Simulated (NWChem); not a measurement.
System meant: C2H4F2Si; SMILES F/C=C(/F)[SiH3]

NWChem input:

```
start job
memory heap 200 mb stack 900 mb global 1100 mb
geometry units angstroms noautoz
  F      0.627197    -1.877185     0.684427
  C     -0.458773    -1.312377     0.172475
  C     -0.482458    -0.022242    -0.172888
  F     -1.636051     0.450932    -0.683538
  Si     0.912845     1.238088    -0.034544
  H     -1.313698    -1.987078     0.062196
  H      2.118069     0.581876     0.540949
  H      0.461117     2.359942     0.839537
  H      1.209882     1.776120    -1.394292
end
basis spherical
  * library def2-svp
end
dft
  odft
  mult 2
  xc b3lyp
  iterations 150
  mulliken
end
task dft energy
```

End of the output:

```
                                 NWChem DFT Module
                                 -----------------

 Summary of "ao basis" -> "ao basis" (spherical)
 ------------------------------------------------------------------------------
       Tag                 Description            Shells   Functions and Types
 ---------------- ------------------------------  ------  ---------------------
 F                          def2-svp                 6       14   3s2p1d
 C                          def2-svp                 6       14   3s2p1d
 Si                         def2-svp                 8       18   4s3p1d
 H                          def2-svp                 3        5   2s1p

 Summary of "ao basis" -> "ao basis" (spherical)
 ------------------------------------------------------------------------------
       Tag                 Description            Shells   Functions and Types
 ---------------- ------------------------------  ------  ---------------------
 F                          def2-svp                 6       14   3s2p1d
 C                          def2-svp                 6       14   3s2p1d
 Si                         def2-svp                 8       18   4s3p1d
 H                          def2-svp                 3        5   2s1p

      Symmetry analysis of basis
      --------------------------

        a'         66
        a"         28

  number of electrons :                   48
  multiplicity        :                    2
 ------------------------------------------------------------------------
  no. of electrons and multiplicity not compatible                  48
 ------------------------------------------------------------------------
 ------------------------------------------------------------------------
  current input line :
    24: task dft energy
 ------------------------------------------------------------------------
 ------------------------------------------------------------------------
 There is an error in the input file
 ------------------------------------------------------------------------
 For more information see the NWChem manual at https://nwchemgit.github.io

0: no. of electrons and multiplicity not compatible:Received an Error in Communication
```

Question: Can this run be used? If not, why, and what is the fix?

Answer: The program refused the input. Cause: the multiplicity doesn't fit the number of electrons (an even count wants an odd multiplicity, and the reverse). This input runs:
```
start job
memory heap 200 mb stack 900 mb global 1100 mb
geometry units angstroms noautoz
  F      0.627197    -1.877185     0.684427
  C     -0.458773    -1.312377     0.172475
  C     -0.482458    -0.022242    -0.172888
  F     -1.636051     0.450932    -0.683538
  Si     0.912845     1.238088    -0.034544
  H     -1.313698    -1.987078     0.062196
  H      2.118069     0.581876     0.540949
  H      0.461117     2.359942     0.839537
  H      1.209882     1.776120    -1.394292
end
basis spherical
  F library def2-svp
  C library def2-svp
  Si library def2-svp
  H library def2-svp
end
dft
  xc b3lyp
  iterations 150
  mulliken
end
task dft energy
```
It converges to -567.46147 Ha (B3LYP/def2-SVP).
